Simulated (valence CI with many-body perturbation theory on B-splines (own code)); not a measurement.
Cl3+: electric-dipole lines

Method: relativistic CI+MBPT: four valence electrons over a frozen Dirac-Fock core [Ne], radial functions for each j: 11 s, 11 p, 9 d, 7 f, 5 g, 2 h, 1 i, with the one-electron correlation potential Σ1, the two-electron term Σ2, the three-electron term Σ3, Breit, model QED; selected CI, second order for the rest, scaled by the run's own slope (own B-spline code, finite nucleus).

Set against measurement, 21 paired levels are off by 44 cm⁻¹ on average, the worst by 187. These come from a selection out of Moore, Atomic Energy Levels, vol. I, NSRDS-NBS 35 (1971 reprint of NBS Circular 467, 1949), an old analysis. Levels without a partner in it may be off by more. Among the levels kept, up to 320 cm⁻¹ of a level comes from second order outside the variational space, and about a tenth of that is noise between levels of different J, which matters for small intervals.

Lines 1 to 50 of 231 in falling wavelength, among levels below 272711 cm⁻¹, chosen from the strongest by gf and those to the six lowest levels. Wavelengths and rates use the calculated energies, so an error of 40 cm⁻¹ moves a line at 3505 Å by 0.14 % and its rate by three times that or more. Electric multipoles are in the length gauge, E1 and E2 with the static RPA response of the core. Weak lines are less certain than strong ones. Lines between different terms over intervals too small for the method are left out, as are lines whose strength nearly cancels. Where a level lies close to another of its J and parity, the split of strength between their lines is uncertain. The highest levels of a list are the least certain.

Names give the largest LS component (configuration and term), which can be under half, so a name can repeat, a term be missing and a line seem to break the LS rules; names also repeat where a configuration has a term twice. Letters in brackets count levels of one name in rising energy.

| λ vac (Å) | λ from measured levels | Upper | Lower | A (s⁻¹) | S (a.u.) |
| --- | --- | --- | --- | --- | --- |
| 3953 |  | 3s2 3p 4p 1P_1 | 3s2 3p 4s 1P°_1 | 8.15e+07 | 7.45e+00 |
| 3562 |  | 3s2 3p 4p 3D_1 | 3s2 3p 4s 1P°_1 | 1.06e+07 | 7.08e-01 |
| 3505 | 3500 | 3s2 3p 4p 3D_2 | 3s2 3p 4s 1P°_1 | 1.37e+06 | 1.46e-01 |
| 3406 |  | 3s2 3p 4p 1P_1 | 3s2 3p 4s 3P°_1 | 1.68e+07 | 9.82e-01 |
| 3364 |  | 3s2 3p 4p 1P_1 | 3s2 3p 4s 3P°_0 | 1.73e+06 | 9.77e-02 |
| 3219 |  | 3s2 3p 4p 3D_1 | 3s2 3p 4s 3P°_2 | 3.17e+06 | 1.57e-01 |
| 3173 | 3169 | 3s2 3p 4p 3D_2 | 3s2 3p 4s 3P°_2 | 3.36e+07 | 2.65e+00 |
| 3111 |  | 3s2 3p 4p 3D_1 | 3s2 3p 4s 3P°_1 | 5.69e+07 | 2.54e+00 |
| 3107 | 3099 | 3s2 3p 4p 3P_1 | 3s2 3p 4s 1P°_1 | 5.75e+06 | 2.55e-01 |
| 3082 | 3078 | 3s2 3p 4p 3D_3 | 3s2 3p 4s 3P°_2 | 1.98e+08 | 2.00e+01 |
| 3076 |  | 3s2 3p 4p 3D_1 | 3s2 3p 4s 3P°_0 | 1.20e+08 | 5.19e+00 |
| 3068 | 3064 | 3s2 3p 4p 3D_2 | 3s2 3p 4s 3P°_1 | 1.62e+08 | 1.15e+01 |
| 2952 |  | 3s2 3p 4p 3S_1 | 3s2 3p 4s 1P°_1 | 3.30e+06 | 1.26e-01 |
| 2927 |  | 3s2 3p 4p 1P_1 | 3s2 3p 3d 1P°_1 | 3.44e+07 | 1.28e+00 |
| 2843 | 2836 | 3s2 3p 4p 3P_1 | 3s2 3p 4s 3P°_2 | 4.61e+07 | 1.57e+00 |
| 2790 | 2783 | 3s2 3p 4p 3P_2 | 3s2 3p 4s 3P°_2 | 2.12e+08 | 1.14e+01 |
| 2779 | 2771 | 3s2 3p 4p 3P_0 | 3s2 3p 4s 3P°_1 | 2.59e+08 | 2.75e+00 |
| 2759 | 2752 | 3s2 3p 4p 3P_1 | 3s2 3p 4s 3P°_1 | 1.16e+08 | 3.61e+00 |
| 2731 | 2725 | 3s2 3p 4p 3P_1 | 3s2 3p 4s 3P°_0 | 9.86e+07 | 2.97e+00 |
| 2713 |  | 3s2 3p 4p 3S_1 | 3s2 3p 4s 3P°_2 | 2.40e+08 | 7.09e+00 |
| 2709 | 2702 | 3s2 3p 4p 3P_2 | 3s2 3p 4s 3P°_1 | 5.26e+07 | 2.58e+00 |
| 2638 |  | 3s2 3p 4p 1D_2 | 3s2 3p 4s 1P°_1 | 3.22e+08 | 1.46e+01 |
| 2636 |  | 3s2 3p 4p 3S_1 | 3s2 3p 4s 3P°_1 | 5.87e+07 | 1.59e+00 |
| 2611 |  | 3s2 3p 4p 3S_1 | 3s2 3p 4s 3P°_0 | 1.18e+07 | 3.11e-01 |
| 2382 |  | 3s2 3p 4p 1D_2 | 3s2 3p 4s 3P°_1 | 3.84e+06 | 1.28e-01 |
| 2339 |  | 3s2 3p 4p 1S_0 [a] | 3s2 3p 4s 1P°_1 | 2.30e+08 | 1.45e+00 |
| 2317 |  | 3p4 1D_2 | 3s 3p3 1D°_2 | 7.52e+06 | 2.31e-01 |
| 2138 |  | 3s2 3p 4p 1D_2 | 3s2 3p 3d 1P°_1 | 3.21e+06 | 7.75e-02 |
| 2046 |  | 3s2 3p 4p 1S_0 [b] | 3s2 3p 4s 1P°_1 | 3.49e+08 | 1.48e+00 |
| 1937 |  | 3s2 3p 4p 1S_0 [a] | 3s2 3p 3d 1P°_1 | 1.33e+08 | 4.76e-01 |
| 1844 |  | 3s2 3p 4p 1D_2 | 3s2 3p 3d 1F°_3 | 3.06e+08 | 4.74e+00 |
| 1752 |  | 3s2 3p 4p 1P_1 | 3s 3p3 1D°_2 | 1.19e+08 | 9.44e-01 |
| 1732 |  | 3s2 3p 4p 1S_0 [b] | 3s2 3p 3d 1P°_1 | 1.14e+08 | 2.92e-01 |
| 1722 |  | 3s 3p3 5S°_2 | 3s2 3p2 1D_2 | 2.80e+01 | 3.53e-07 |
| 1708 |  | 3s 3p2 3d 3P_2 [a] | 3s 3p3 3S°_1 | 2.52e+07 | 3.10e-01 |
| 1687 |  | 3s 3p2 3d 3P_1 [a] | 3s 3p3 3S°_1 | 2.53e+07 | 1.80e-01 |
| 1682 |  | 3s 3p2 3d 3F_4 | 3s2 3p 3d 3D°_3 | 3.64e+06 | 7.70e-02 |
| 1678 |  | 3s 3p2 3d 3P_0 [a] | 3s 3p3 3S°_1 | 2.65e+07 | 6.18e-02 |
| 1658 |  | 3s2 3p 4p 3D_1 | 3s2 3p 3d 3D°_2 | 2.32e+07 | 1.56e-01 |
| 1653 |  | 3s2 3p 4p 3D_1 | 3s2 3p 3d 3D°_1 | 3.49e+07 | 2.34e-01 |
| 1650 | 1648 | 3s2 3p 4p 3D_2 | 3s2 3p 3d 3D°_3 | 1.63e+07 | 1.81e-01 |
| 1645 | 1643 | 3s2 3p 4p 3D_2 | 3s2 3p 3d 3D°_2 | 3.42e+07 | 3.76e-01 |
| 1641 | 1639 | 3s2 3p 4p 3D_2 | 3s2 3p 3d 3D°_1 | 7.67e+06 | 8.36e-02 |
| 1625 | 1623 | 3s2 3p 4p 3D_3 | 3s2 3p 3d 3D°_3 | 5.62e+07 | 8.33e-01 |
| 1621 | 1618 | 3s2 3p 4p 3D_3 | 3s2 3p 3d 3D°_2 | 6.33e+06 | 9.31e-02 |
| 1565 |  | 3p4 1D_2 | 3s 3p3 1P°_1 | 1.75e+07 | 1.65e-01 |
| 1563 |  | 3s2 3p 4p 3P_1 | 3s 3p3 1D°_2 | 1.56e+07 | 8.84e-02 |
| 1554 | 1551 | 3s2 3p 4p 3P_0 | 3s2 3p 3d 3D°_1 | 2.82e+08 | 5.23e-01 |
| 1552 | 1549 | 3s2 3p 4p 3P_1 | 3s2 3p 3d 3D°_2 | 1.70e+08 | 9.39e-01 |
| 1548 | 1545 | 3s2 3p 4p 3P_1 | 3s2 3p 3d 3D°_1 | 8.79e+07 | 4.83e-01 |
